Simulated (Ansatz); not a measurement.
`FC[SiH](F)S` → `FCS` + `F[SiH]` at 700 K and 1 bar (silylene formation by 1,1-elimination).

Computed with Ansatz on PBE0-D4/def2-TZVP structures; ΔE is electronic, products minus reactants. CBS: MP2 limit from def2 TZ/QZ plus the TZ coupled-cluster correction, frozen cores. This one scheme is used for every species. One conformer a species, not always the lowest.

```json
{"species": "`FC[SiH](F)S`", "CCSD(T)/CBS energy (Eh)": "-926.98460", "H − E (kJ/mol)": "209.8", "S (J/(mol·K))": "459.9"}
{"species": "`FCS`", "CCSD(T)/CBS energy (Eh)": "-537.40796", "H − E (kJ/mol)": "146.7", "S (J/(mol·K))": "333.7"}
{"species": "`F[SiH]`", "CCSD(T)/CBS energy (Eh)": "-389.46371", "H − E (kJ/mol)": "50.0", "S (J/(mol·K))": "276.0"}
```

H − E and S are ideal-gas, rigid-rotor, harmonic terms from PBE0-D4/def2-TZVP, for one conformer and one mirror image of each species. 1 Eh = 2625.50 kJ/mol, R = 8.31446 J/(mol·K).

Q: By hand: ΔE, ΔH, ΔS and ΔG.

A: ΔE = (-537.40796) + (-389.46371) − (-926.98460) = 0.11293 Eh = 296.5 kJ/mol. Δ(H − E) = 146.7 + 50.0 − 209.8 = -13.1, so ΔH = 283.4 kJ/mol. ΔS = 333.7 + 276.0 − 459.9 = 149.8 J/(mol·K). ΔG = 283.4 − 700 × (149.8)/1000 = 178.5 kJ/mol.

Q: By hand: the equilibrium constant, and the temperature at which ΔG would vanish if ΔH and ΔS stayed fixed.

A: log₁₀ K = −ΔG/(RT ln 10) = -13.3. ΔG = 0 at ΔH/ΔS = 1892 K.

The number of gas molecules changes by +1, which sets the sign of ΔS. A doubt of 5 kJ/mol in ΔE shifts log₁₀ K by 0.4 here. Other conformers and mirror images would add mixing entropy, several J/(mol·K) or more a flexible species. These are equilibria of isolated gas molecules and say nothing of rates. Largest T1 diagnostic: 0.015 (customary marks: 0.02 for closed shells, 0.045 for open ones).
